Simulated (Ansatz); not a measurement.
Molecular dynamics of LiSi16

input.yaml

```yaml
accuracy: low
crystal:
  lattice:
    - [0.0, 5.43, 5.43]
    - [5.43, 0.0, 5.43]
    - [5.43, 5.43, 0.0]
  atoms:
    - { symbol: Si, position: [-0.00768794, 0.00260935, 0.00244374] }
    - { symbol: Si, position: [0.12346888, 0.12664887, 0.12649132] }
    - { symbol: Si, position: [0.0012434, -0.00342028, 0.50094987] }
    - { symbol: Si, position: [0.12360233, 0.12684899, 0.62268839] }
    - { symbol: Si, position: [0.00114343, 0.50110783, -0.00337833] }
    - { symbol: Si, position: [0.12348913, 0.62332083, 0.12651017] }
    - { symbol: Si, position: [0.00125228, 0.50121633, 0.50095759] }
    - { symbol: Si, position: [0.12497997, 0.62499364, 0.62504054] }
    - { symbol: Si, position: [0.50270747, 0.00266133, 0.00249996] }
    - { symbol: Si, position: [0.62564478, 0.12528512, 0.12358941] }
    - { symbol: Si, position: [0.50334623, 0.00331388, 0.49000855] }
    - { symbol: Si, position: [0.6268844, 0.12686509, 0.62270661] }
    - { symbol: Si, position: [0.50276839, 0.49191638, 0.00256745] }
    - { symbol: Si, position: [0.62670486, 0.62333921, 0.12652635] }
    - { symbol: Si, position: [0.49656833, 0.50122391, 0.50096427] }
    - { symbol: Si, position: [0.62690288, 0.62347523, 0.622727] }
    - { symbol: Li, position: [0.37658039, 0.87580118, 0.8713896] }
magnetization:
  spin_polarized: true
basis:
  ecutwfc: 420.0
kpoints:
  mp_grid: { grid: [2, 2, 2] }
hamiltonian:
  xc: pbe
  pseudopotentials: { kind: paw, azcp: { folder: soft_1 } }
scf:
  occupations: { method: fermi_dirac, width: 0.05 }
  lower_state_search: "off"
md:
  timestep: 1
  n_steps: 170
  ensemble: nvt_nose_hoover
  temperature: 600.0
  initial_velocities: maxwell_boltzmann
  seed: 403180
  nose_hoover: { tau: 50.0, chain_length: 1 }
```

Run as:

```bash
$ ansatz run input.yaml --threads 1 --pin off --max-ram 3072MiB --backend cpu --events-out ev --progress --plain --runs-dir out
```

It starts from a relaxed structure.

Output, in part (step lines):

```
md step     0: t =     0.00 fs  T =   600.0 K  F+E_penalty+E_count = -10375.84051148 eV  E_kin = 1.240896 eV  conserved = -10374.59961549 eV  (11 SCF iters)
md step     1: t =     1.00 fs  T =   597.1 K  F+E_penalty+E_count = -10375.83460209 eV  E_kin = 1.234985 eV  conserved = -10374.59961736 eV  (5 SCF iters)
md step     2: t =     2.00 fs  T =   588.6 K  F+E_penalty+E_count = -10375.81681945 eV  E_kin = 1.217226 eV  conserved = -10374.59960016 eV  (5 SCF iters)
md step     3: t =     3.00 fs  T =   574.4 K  F+E_penalty+E_count = -10375.78748165 eV  E_kin = 1.187951 eV  conserved = -10374.59956382 eV  (6 SCF iters)
md step     4: t =     4.00 fs  T =   555.0 K  F+E_penalty+E_count = -10375.74721642 eV  E_kin = 1.147806 eV  conserved = -10374.59950860 eV  (6 SCF iters)
md step     5: t =     5.00 fs  T =   530.8 K  F+E_penalty+E_count = -10375.69696396 eV  E_kin = 1.097760 eV  conserved = -10374.59943391 eV  (6 SCF iters)
md step     6: t =     6.00 fs  T =   502.4 K  F+E_penalty+E_count = -10375.63797269 eV  E_kin = 1.039086 eV  conserved = -10374.59934028 eV  (6 SCF iters)
md step     7: t =     7.00 fs  T =   470.6 K  F+E_penalty+E_count = -10375.57178442 eV  E_kin = 0.973350 eV  conserved = -10374.59922939 eV  (6 SCF iters)
[... lines left out ...]
md step   170: t =   170.00 fs  T =  1288.2 K  F+E_penalty+E_count = -10373.61713946 eV  E_kin = 2.664276 eV  conserved = -10374.59699445 eV  (6 SCF iters)
```

The steps, from the saved trajectory:

```tsv
time (fs)	T (K)	potential energy less start (eV)	conserved less start (meV/atom)
0	600	0.000	0.00
5	531	0.144	0.01
10	364	0.491	0.05
15	211	0.814	0.08
20	172	0.904	0.08
25	252	0.754	0.05
30	372	0.536	0.03
35	455	0.414	0.03
40	465	0.452	0.03
45	414	0.618	0.05
50	335	0.838	0.06
55	266	1.031	0.07
60	238	1.137	0.08
65	252	1.160	0.07
70	294	1.138	0.07
75	357	1.092	0.07
80	445	1.021	0.07
85	550	0.945	0.07
90	649	0.915	0.07
95	700	1.006	0.07
100	656	1.290	0.08
105	528	1.722	0.13
110	422	2.074	0.17
115	454	2.132	0.16
120	634	1.923	0.14
125	889	1.622	0.13
130	1139	1.391	0.11
135	1277	1.402	0.10
140	1222	1.770	0.14
145	1035	2.335	0.19
150	854	2.828	0.20
155	754	3.122	0.23
160	813	3.075	0.23
165	1037	2.685	0.19
170	1288	2.223	0.15
```

All steps were run. The conserved energy stayed within 0.24 meV per atom of its start (net change 0.15 meV per atom), so the integration is sound. The mean temperature of the second half is 37 % above the set value. A run of 0.17 ps of so small a system gives no equilibrium averages. Limits of this set-up: coarse k mesh, a small cell, in which the defect meets its images, low accuracy level.

Mean squared displacements from the first frame to the last, about the centre of mass: Si 0.05 Å², Li 0.03 Å².

Last frame:

```xyz
17
Lattice="0.0000 5.4300 5.4300 5.4300 0.0000 5.4300 5.4300 5.4300 0.0000" Properties=species:S:1:pos:R:3
Si 0.321 0.119 -0.216
Si 1.157 1.431 1.354
Si 2.827 2.772 -0.028
Si 4.272 4.175 1.395
Si 2.544 0.050 2.539
Si 3.860 1.294 4.098
Si 5.316 2.611 2.702
Si 6.752 3.999 3.932
Si -0.073 2.733 2.836
Si 1.467 3.911 3.962
Si 2.627 5.545 2.697
Si 4.001 6.606 4.234
Si 2.693 2.761 5.783
Si 4.163 4.206 6.794
Si 5.662 5.275 5.422
Si 6.697 6.808 6.853
Li 9.431 6.709 6.665
```

Time of the run: 19 min on 1 thread of Arm Neoverse V1, on a shared host, peak memory 0.62 GiB.
